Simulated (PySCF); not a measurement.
Compound: C₈H₁₁ (doublet state).
Structure used (GFN2-xTB), in Å, numbered top down from 1:
```
atom  x, y, z in Å
C1    -1.5818   -0.5580   -1.3344
C2    -0.9582    0.2403   -0.1903
C3    -1.6181   -0.1379    1.1415
C4     0.5225    0.0318   -0.1016
C5     1.2414   -1.0734   -0.3742
C6     2.6186   -0.7793   -0.0908
C7     2.8066    0.4564    0.3452
C8     1.4476    1.1178    0.3860
H9    -1.5034   -1.6249   -1.1421
H10   -2.6349   -0.3058   -1.4379
H11   -1.0779   -0.3366   -2.2725
H12   -1.1381    1.3080   -0.3693
H13   -2.6905    0.0386    1.0951
H14   -1.2057    0.4514    1.9573
H15   -1.4486   -1.1901    1.3577
H16    0.8853   -2.0172   -0.7413
H17    3.7121    0.9542    0.6297
H18    1.4174    1.9946   -0.2639
H19    1.1960    1.4396    1.3983
```

The hyperfine couplings belong to this conformer and change with its torsions.

Identity: `CC(C)C1=C[C]=CC1` [radical].

Method: UKS B3LYP, pcH-1 on C H, non-relativistic, mean-field spin-orbit, GIAO in PySCF 2.14.0. One conformer (not necessarily the lowest) at the GFN2-xTB geometry, without solvent, vibrations or thermal averaging. Couplings are sensitive to structure, and on GFN2-xTB geometries they can be far from those on DFT ones. The SCF solution wasn't tested for stability.

Break the g tensor into its mass correction, gauge correction and orbital-Zeeman/spin–orbit terms.

```json
{"Δg (ppm)": "relativistic mass correction", "1": "-165", "2": "-165", "3": "-165"}
{"Δg (ppm)": "gauge correction", "1": "28", "2": "13", "3": "-31"}
{"Δg (ppm)": "orbital Zeeman/spin–orbit", "1": "-666", "2": "-25", "3": "547"}
{"Δg (ppm)": "total", "1": "-804", "2": "-177", "3": "351"}
```

So g = 2.00152, 2.00214, 2.00267 and g_iso = 2.00211; the tensor is rhombic: the two nearest values differ by 46 % of g3 − g1. Axes: g1 points within 13° of the C7–H17 bond.

Average each term over the three axes. Which is largest in size?

The mass correction -165, the orbital-Zeeman/spin–orbit term -48 and the gauge correction 4 ppm, for a total of -210 ppm. The mass correction is the largest in size. The mass correction is the same along every axis, so the anisotropy comes from the other two: their spans along these axes are 59 (gauge) and 1213 ppm (orbital Zeeman/spin–orbit).

What effective moment and Curie constant follow for a powder?

With the mean of g² = 4.0084 and S(S+1) = 0.75: μ_eff = √(⟨g²⟩S(S+1)) = 1.734 μB and χT = 0.12505·⟨g²⟩·S(S+1) = 0.376 cm³ K/mol (cgs; spin-Hamiltonian part alone).

At 9.65 GHz, how far is the centre of the isotropic spectrum from where a free electron (g = 2.002319) resonates?

B = hν/(g μB) with μB/h = 13.99624 MHz/mT gives 344.34 mT for the free electron and 344.37 mT at g_iso, 0.04 mT higher.

In a frozen sample, at which fields do the three g values resonate at 9.5, 34, 94 and 263 GHz (hyperfine left aside), and which band first spreads them over more than twice a line width of 0.3 mT?

```csv
band,GHz,B(g3) mT,B(g2) mT,B(g1) mT,spread mT
X,9.5,338.92,339.01,339.12,0.20
Q,34.0,1212.99,1213.31,1213.69,0.70
W,94.0,3353.57,3354.45,3355.50,1.93
J,263.0,9382.85,9385.33,9388.26,5.41
```

The spread grows in proportion to the frequency. Q band is the first where it exceeds 0.6 mT.

The largest Mulliken spin populations are on C6 (+1.01), C7 (-0.13) and C8 (+0.08). C6 is the only atom above +0.15. The positive populations add up to 1.16 and the negative ones to -0.16, together 2S = 1.

The HOMO–LUMO gaps are 5.33 eV among the α and 3.57 eV among the β orbitals.
